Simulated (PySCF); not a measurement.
## Electron correlation in Bi³⁺ (bismuth, charge +3)

[Xe] 4f14 5d10 6s2, closed-shell 1S. Calculation: PySCF 2.14, in def2-TZVP with the def2 core potential (60 electrons) (6s5p3d2f, 50 functions); scalar relativity through the core potential. Frozen: 5s2 5p6 5d10; 2 electrons correlated.

Total MP2 correlation energy: -21.35 mhartree.

Same-spin part 0.00 and opposite-spin part -21.35 mhartree; SCS-MP2 scales them by 1/3 and 6/5 to -25.62 mhartree.

With two correlated electrons CCSD is exact within the correlated space (frozen core and kept virtual orbitals).

| level | correlation energy (mhartree) |
| --- | --- |
| CCSD | -28.03 |

Diagnostics: T1 = 0.0019, D1 = 0.0026, largest double amplitude 0.075.

Task: Is a single reference adequate?

Result: Mostly. T1 lies below 0.03, but a double amplitude of this size points to a near-degeneracy that CCSD handles and MP2 describes poorly.
